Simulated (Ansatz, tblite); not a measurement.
Removing and adding an electron: tetramethylammonium triflate (C₅H₁₂F₃NO₃S). Total charge 0; singlet. Geometry: PBE-D4/def2-SVP. Ansatz, gas phase; energy differences of separate SCF runs; the oxidised species was run as a doublet alone; the reduced species was run as a doublet alone.

Cartesian coordinates in Å:
```
C -1.6621 -0.3657 2.0563
N -0.3346 -0.3701 1.3648
C -0.2499 -1.5720 0.4535
C 0.7698 -0.4509 2.3741
C -0.1807 0.9075 0.5735
H -1.7775 -1.3011 2.6341
H -1.7191 0.5073 2.7323
H -2.4537 -0.2982 1.2890
H -1.0164 -1.4699 -0.3369
H 0.7261 -1.5335 -0.0702
H -0.3803 -2.4795 1.0716
H 0.7156 0.4256 3.0455
H 0.6631 -1.3836 2.9581
H 1.7320 -0.4524 1.8317
H -0.2610 1.7577 1.2753
H -0.9534 0.9266 -0.2157
H 0.7926 0.8669 0.0478
O -0.8201 -0.2232 -2.1535
S 0.6086 -0.1764 -2.6342
O 0.9151 -0.9512 -3.8535
O 1.6246 -0.2836 -1.5154
C 0.7861 1.6309 -3.1463
F 2.0311 1.9019 -3.5693
F 0.5212 2.4452 -2.0860
F -0.0770 1.9417 -4.1266
```

The xTB rows come from tblite.

```json
{"level": "GFN1-xTB", "−HOMO (eV)": "12.04", "vertical IE (eV)": "15.31", "−LUMO (eV)": "5.67", "vertical EA (eV)": "3.30", "HOMO–LUMO gap (eV)": "6.38", "IE − EA (eV)": "12.02", "remarks": "–"}
{"level": "GFN2-xTB", "−HOMO (eV)": "10.69", "vertical IE (eV)": "13.85", "−LUMO (eV)": "3.68", "vertical EA (eV)": "1.28", "HOMO–LUMO gap (eV)": "7.01", "IE − EA (eV)": "12.57", "remarks": "–"}
{"level": "PBE-D4/def2-SVP", "−HOMO (eV)": "4.79", "vertical IE (eV)": "8.20", "−LUMO (eV)": "0.89", "vertical EA (eV)": "-1.21", "HOMO–LUMO gap (eV)": "3.90", "IE − EA (eV)": "9.41", "remarks": "HOMO above zero (-1 doublet)"}
{"level": "PBE0-D4/def2-SVP", "−HOMO (eV)": "6.58", "vertical IE (eV)": "8.80", "−LUMO (eV)": "0.01", "vertical EA (eV)": "-1.44", "HOMO–LUMO gap (eV)": "6.57", "IE − EA (eV)": "10.24", "remarks": "HOMO above zero (-1 doublet)"}
```

Relaxing the reduced species (PBE-D4/def2-SVP) changes its energy by -0.25 eV at PBE-D4/def2-SVP, so the adiabatic electron affinity to this nearest minimum is -0.96 eV. At PBE0-D4/def2-SVP it is -1.24 eV. The highest occupied level of the relaxed charge -1 doublet lies above zero (up to 2.89 eV). By energy differences, losing it releases 0.96 eV (each at its own geometry, to the charge 0 singlet, at PBE-D4/def2-SVP).     A HOMO above zero means that the electron is unbound at that level or that self-interaction error raises the level; the energy of removing that electron tells which. Raw xTB energy differences between charge states are shifted by several eV; the methods need an empirical correction for them. Sets without diffuse functions give affinities that are too small. A negative affinity means that the extra electron isn't bound; its size then hangs on the basis.
